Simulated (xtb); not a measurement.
xtb input (GFN2-xTB):

```bash
xtb mol.xyz --gfn 2 --ohess tight --chrg -1 --uhf 0
```
mol.xyz:
```
4

Si     0.05803982    -0.15743391     0.41283412
F     -0.33336541     1.40985830     0.34653532
F      1.35652492    -0.28986531    -0.51933332
F     -1.08509124    -0.99466769    -0.21716831
```

End of the output:

```
   ------------------------------------------------------------------------
    298.15    0.575688E-02    0.113984E-01    0.325947E-01   -0.211963E-01
   ------------------------------------------------------------------------

         :::::::::::::::::::::::::::::::::::::::::::::::::::::
         ::                  THERMODYNAMIC                  ::
         :::::::::::::::::::::::::::::::::::::::::::::::::::::
         :: total free energy         -16.286928184904 Eh   ::
         ::.................................................::
         :: total energy              -16.265731849340 Eh   ::
         :: zero point energy           0.005641519272 Eh   ::
         :: G(RRHO) w/o ZPVE           -0.026837854837 Eh   ::
         :: G(RRHO) contrib.           -0.021196335564 Eh   ::
         :::::::::::::::::::::::::::::::::::::::::::::::::::::

optimized geometry written to: xtbopt.xyz

           -------------------------------------------------
          | TOTAL ENERGY              -16.265731849340 Eh   |
          | TOTAL ENTHALPY            -16.254333452043 Eh   |
          | TOTAL FREE ENERGY         -16.286928184904 Eh   |
          | GRADIENT NORM               0.000156899615 Eh/α |
          | HOMO-LUMO GAP               4.923561565318 eV   |
           -------------------------------------------------

------------------------------------------------------------------------
------------------------------------------------------------------------
 total:
 SCF:
 ANC optimizer:
 analytical hessian:
```

It need not be the lowest isomer of its formula. Whether it binds its extra electron was not tested at this geometry.
